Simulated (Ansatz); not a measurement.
Consider the hydrogenolysis of a B–Br bond: `SB(S)Br` + H₂ → `SBS` + HBr.

Program: Ansatz. Geometries: PBE0-D4/def2-TZVP. ΔE: electronic, gas phase. CBS: MP2 limit from def2 TZ/QZ plus the TZ coupled-cluster correction, frozen cores. This one scheme is used for every species. DFT in def2-TZVPP. For Br outer-core shells are correlated without core-valence functions, which leaves a few kJ/mol of doubt a bond. Scalar relativity is left out up to krypton. One conformer a species, not always the lowest.

| species | BLYP-D4 energy (Eh) |
| --- | --- |
| `SB(S)Br` | -3396.74335 |
| H₂ | -1.16977 |
| `SBS` | -823.11288 |
| HBr | -2574.78294 |

Problem. Work out ΔE.

Solution. ΔE = (-823.11288) + (-2574.78294) − (-3396.74335) − (-1.16977) = 0.01730 Eh = +45.4 kJ/mol. CCSD(T)/CBS gives +46.9 kJ/mol.

Largest T1 diagnostic among the species: 0.014.

From BLYP to BHLYP (50 % exact exchange), in def2-TZVPP and without D4, ΔE moves by −3.2 kJ/mol. In def2-TZVPP, CCSD(T) changes the Hartree–Fock value by +24.0 kJ/mol (the triples alone add +6.1 kJ/mol) and MP2 by +38.0 kJ/mol. The D4 term adds +11.9 kJ/mol with B3LYP and +6.2 kJ/mol with PBE0; it sums over pairs of atoms, weighted by their polarisabilities, and B3LYP, whose exchange is more repulsive, gets the larger term.

B3LYP here is the variant with VWN-RPA as its local correlation; programs differ in this.
